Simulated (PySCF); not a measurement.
## Atomic charges by several schemes

Species: C7H10N2O.
Numbering: `[CH3:1][CH2:2][c:3]1[cH:4][n:5][cH:6][c:7]([CH2:8][OH:9])[n:10]1` (hydrogens: H11, H12, H13 on C1; H14, H15 on C2; H16 on C4; H17 on C6; H18, H19 on C8; H20 on O9)

Structure used (GFN2-xTB), in Å, numbered top down from 1:
```xyz
20
C7H10N2O angstrom
C      2.4676   -0.9176   -1.1682
C      2.0139    0.4009   -0.5379
C      0.7484    0.1991    0.2349
C      0.7370   -0.2435    1.5560
N     -0.3909   -0.4405    2.2200
C     -1.5250   -0.2083    1.5837
C     -1.5369    0.2272    0.2599
C     -2.7967    0.4985   -0.5119
O     -2.5409    0.8995   -1.8272
N     -0.3992    0.4271   -0.3950
H      3.3948   -0.7700   -1.7158
H      1.7113   -1.2848   -1.8577
H      2.6324   -1.6714   -0.4013
H      2.7924    0.7735    0.1299
H      1.8336    1.1358   -1.3233
H      1.6521   -0.4391    2.0971
H     -2.4369   -0.3716    2.1405
H     -3.4142   -0.4120   -0.5236
H     -3.3737    1.2811    0.0041
H     -1.5742    0.9267   -1.9200
```

Density: PBE0/pcSseg-1 (PySCF); schemes: Mulliken, IAO, Hirshfeld and ESP-fitted. Isolated species at its GFN2-xTB geometry (one conformer only).

Problem. What partial charge does each atom carry?

Solution. In e:

```json
{"atom": "C1", "environment": "methyl carbon", "Mulliken": "-0.275", "IAO": "-0.412", "Hirshfeld": "-0.113", "ESP-fitted": "-0.103"}
{"atom": "C2", "environment": "benzylic-type carbon", "Mulliken": "-0.141", "IAO": "-0.267", "Hirshfeld": "-0.069", "ESP-fitted": "+0.016"}
{"atom": "C3", "environment": "substituted aromatic carbon", "Mulliken": "-0.036", "IAO": "+0.128", "Hirshfeld": "+0.074", "ESP-fitted": "-0.041"}
{"atom": "C4", "environment": "aromatic CH next to a ring nitrogen", "Mulliken": "+0.160", "IAO": "-0.057", "Hirshfeld": "+0.006", "ESP-fitted": "+0.307"}
{"atom": "N5", "environment": "pyridine-type nitrogen", "Mulliken": "-0.375", "IAO": "-0.239", "Hirshfeld": "-0.144", "ESP-fitted": "-0.562"}
{"atom": "C6", "environment": "aromatic CH next to a ring nitrogen", "Mulliken": "+0.175", "IAO": "-0.052", "Hirshfeld": "+0.008", "ESP-fitted": "+0.230"}
{"atom": "C7", "environment": "substituted aromatic carbon", "Mulliken": "-0.094", "IAO": "+0.101", "Hirshfeld": "+0.064", "ESP-fitted": "+0.089"}
{"atom": "C8", "environment": "carbinol carbon (C–OH)", "Mulliken": "+0.231", "IAO": "-0.057", "Hirshfeld": "-0.002", "ESP-fitted": "+0.139"}
{"atom": "O9", "environment": "alcohol oxygen", "Mulliken": "-0.460", "IAO": "-0.557", "Hirshfeld": "-0.245", "ESP-fitted": "-0.536"}
{"atom": "N10", "environment": "pyridine-type nitrogen", "Mulliken": "-0.476", "IAO": "-0.277", "Hirshfeld": "-0.118", "ESP-fitted": "-0.222"}
{"atom": "H11", "environment": "methyl hydrogen", "Mulliken": "+0.123", "IAO": "+0.147", "Hirshfeld": "+0.046", "ESP-fitted": "+0.041"}
{"atom": "H12", "environment": "methyl hydrogen", "Mulliken": "+0.125", "IAO": "+0.147", "Hirshfeld": "+0.042", "ESP-fitted": "+0.048"}
{"atom": "H13", "environment": "methyl hydrogen", "Mulliken": "+0.115", "IAO": "+0.140", "Hirshfeld": "+0.039", "ESP-fitted": "+0.029"}
{"atom": "H14", "environment": "methylene hydrogen", "Mulliken": "+0.128", "IAO": "+0.144", "Hirshfeld": "+0.046", "ESP-fitted": "+0.024"}
{"atom": "H15", "environment": "methylene hydrogen", "Mulliken": "+0.136", "IAO": "+0.157", "Hirshfeld": "+0.046", "ESP-fitted": "+0.036"}
{"atom": "H16", "environment": "aromatic hydrogen", "Mulliken": "+0.090", "IAO": "+0.159", "Hirshfeld": "+0.055", "ESP-fitted": "+0.062"}
{"atom": "H17", "environment": "aromatic hydrogen", "Mulliken": "+0.091", "IAO": "+0.161", "Hirshfeld": "+0.057", "ESP-fitted": "+0.059"}
{"atom": "H18", "environment": "methylene hydrogen", "Mulliken": "+0.126", "IAO": "+0.146", "Hirshfeld": "+0.044", "ESP-fitted": "+0.049"}
{"atom": "H19", "environment": "methylene hydrogen", "Mulliken": "+0.126", "IAO": "+0.145", "Hirshfeld": "+0.044", "ESP-fitted": "+0.042"}
{"atom": "H20", "environment": "hydroxyl hydrogen", "Mulliken": "+0.230", "IAO": "+0.343", "Hirshfeld": "+0.121", "ESP-fitted": "+0.294"}
```

Mean size of the charges over all atoms: IAO 0.192 e, Mulliken 0.186 e, ESP-fitted 0.146 e, Hirshfeld 0.069 e. Each set sums to the total charge, 0, to within 0.001 e. The Hirshfeld scheme divides the density at each point in proportion to the densities of the neutral, spherically averaged free atoms. The ESP scheme fits charges at the nuclei, held to the total charge, to the electrostatic potential on points at 1.4 to 2.0 times the van der Waals radii.

Lowest charge. The schemes don't all agree: Mulliken N10 (-0.476); IAO O9 (-0.557); Hirshfeld O9 (-0.245); ESP-fitted N5 (-0.562).

Highest charge. The schemes don't all agree: Mulliken C8 (+0.231); IAO H20 (+0.343); Hirshfeld H20 (+0.121); ESP-fitted C4 (+0.307).

Problem. How closely do the schemes follow one another over all atoms?

Solution. Correlation coefficient and root-mean-square difference: IAO with Hirshfeld 0.96, 0.145 e; Mulliken with Hirshfeld 0.85, 0.152 e; Mulliken with ESP-fitted 0.85, 0.120 e; Mulliken with IAO 0.81, 0.137 e; Hirshfeld with ESP-fitted 0.80, 0.155 e; IAO with ESP-fitted 0.66, 0.183 e.

Problem. Sum the charges by element, for elements with more than one atom.

Solution. 
```tsv
element	atoms	Mulliken	IAO	Hirshfeld	ESP-fitted
C	7	+0.019	-0.615	-0.033	+0.637
N	2	-0.851	-0.515	-0.262	-0.783
H	10	+1.292	+1.688	+0.540	+0.683
```

Problem. How many electrons does the ESP-fitted scheme count on O9?

Solution. Z − q = 8 − (-0.536) = 8.536.

The run behind these numbers computed NMR shieldings as well. On an x86-64 server with one thread, no GPU, shared host, this took 64 s wall.
